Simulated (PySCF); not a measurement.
Species: C7H10N2.
SMILES with atom numbers: `[CH:1]#[C:2][CH2:3][N:4]1[CH2:5][C@H:6]([CH3:7])[CH:8]=[N:9]1` (hydrogens: H10 on C1; H11, H12 on C3; H13, H14 on C5; H15 on C6; H16, H17, H18 on C7; H19 on C8)

The same species was optimised twice, with GFN2-xTB and with PBE0-D3(BJ)/def2-SVP (PySCF), and the same property calculations (PySCF, gas phase) were run on both structures.

```
     coordinate  GFN2-xTB  PBE0-D3(BJ)/def2-SVP  change
      N4–N9 (Å)     1.349                 1.365  +0.016
      C1≡C2 (Å)     1.197                 1.210  +0.013
      C6–C7 (Å)     1.529                 1.519  -0.010
      C8=N9 (Å)     1.270                 1.279  +0.009
      N4–C5 (Å)     1.467                 1.458  -0.009
      C5–C6 (Å)     1.539                 1.532  -0.007
      C6–C8 (Å)     1.514                 1.509  -0.005
      C2–C3 (Å)     1.457                 1.460  +0.003
      C3–N4 (Å)     1.443                 1.441  -0.002
   C7–C6–C8 (°)     111.3                 116.2    +4.9
   C1–C2–C3 (°)     175.4                 178.7    +3.3
   C3–N4–N9 (°)     117.3                 114.1    -3.2
   C5–C6–C7 (°)     113.0                 115.4    +2.4
   N4–N9–C8 (°)     110.6                 109.2    -1.4
   C5–N4–N9 (°)     110.9                 109.5    -1.4
   C3–N4–C5 (°)     119.8                 118.5    -1.3
   N4–C5–C6 (°)     103.3                 102.2    -1.1
C2–C3–N4–C5 (°)       -57                   -65      -8
```

Rotational constants: A = 3745, B = 1018, C = 976.9 MHz (GFN2-xTB) against A = 3875, B = 960.4, C = 812.4 MHz (PBE0-D3(BJ)/def2-SVP). Some torsions differ by more than 30° (C3–N4–C5–C6 155° against -159°; N4–C5–C6–C7 108° against 148°; C3–N4–N9–C8 -153° against 153°), so the changes below aren't those of bond lengths and angles alone. Point groups within 0.08 Å: C1 and C1.

On the GFN2-xTB structure: HOMO (eV) -5.93 [PBE0/pcSseg-1]; LUMO (eV) 0.27 [PBE0/pcSseg-1]; dipole (D) 2.14 [PBE0/pcSseg-1]; GIAO shielding of C1 (ppm) 107.4 [PBE0/pcSseg-1]; GIAO shielding of C2 (ppm) 102.9 [PBE0/pcSseg-1]; GIAO shielding of C3 (ppm) 143.1 [PBE0/pcSseg-1]; GIAO shielding of N4 (ppm) 122.2 [PBE0/pcSseg-1]; GIAO shielding of C5 (ppm) 131.0 [PBE0/pcSseg-1]; GIAO shielding of C6 (ppm) 141.0 [PBE0/pcSseg-1]; GIAO shielding of C7 (ppm) 165.4 [PBE0/pcSseg-1]; GIAO shielding of C8 (ppm) 44.2 [PBE0/pcSseg-1].

**Question.** What do these properties become on the PBE0-D3(BJ)/def2-SVP structure?

**Answer.** 
```csv
property,level,on GFN2-xTB,on PBE0-D3(BJ)/def2-SVP,change
HOMO (eV),PBE0/pcSseg-1,-5.93,-6.12,-0.19
LUMO (eV),PBE0/pcSseg-1,0.27,0.08,-0.19
dipole (D),PBE0/pcSseg-1,2.14,2.21,+0.07
"energy, GFN2-xTB geometry as zero (kcal/mol)",PBE0/pcSseg-1,0.0,-1.3,-1.3
GIAO shielding of C1 (ppm),PBE0/pcSseg-1,107.4,106.7,-0.7
GIAO shielding of C2 (ppm),PBE0/pcSseg-1,102.9,100.9,-2.0
GIAO shielding of C3 (ppm),PBE0/pcSseg-1,143.1,138.7,-4.4
GIAO shielding of N4 (ppm),PBE0/pcSseg-1,122.2,112.5,-9.7
GIAO shielding of C5 (ppm),PBE0/pcSseg-1,131.0,123.5,-7.5
GIAO shielding of C6 (ppm),PBE0/pcSseg-1,141.0,140.3,-0.7
GIAO shielding of C7 (ppm),PBE0/pcSseg-1,165.4,166.5,+1.1
GIAO shielding of C8 (ppm),PBE0/pcSseg-1,44.2,38.1,-6.1
```

The heavy atoms differ by 0.570 Å rms after alignment. Among bonds between heavy atoms N4–N9 changes most (+0.016 Å). Changes are differences of the printed values. Neither structure is proved a minimum here.
